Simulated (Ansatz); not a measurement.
A run of Ansatz (development build ahead of 0.2.0) on doublet CBeP at this shape:

```xyz
3

C     0.0000    0.0000    1.9382
Be    0.0000    0.0000    0.0000
P     2.1496    0.0000    0.7824
```

Its results:

| Property | Result |
| --- | --- |
| Converged | yes |
| Total energy | -388.52258 hartree |
| Spin squared of the determinant | 3.092 |
| Stability test | minimum |

Q: Which input gives this output? Name the method, the orbitals and the basis set, and write the input.

A: UHF in STO-3G.

```yaml
crystal:
  periodic: [false, false, false]
  atoms:
    - { symbol: C, position_ang: [0.0, 0.0, 1.9382] }
    - { symbol: Be, position_ang: [0.0, 0.0, 0.0] }
    - { symbol: P, position_ang: [2.1496, 0.0, 0.7824] }
basis:
  gaussian: { orbitals: STO-3G }
magnetization:
  spin_polarized: true
  initial_magnetization: 1
hamiltonian:
  xc: hf
```

Caution: the unrestricted determinant is a mixture of spin states.
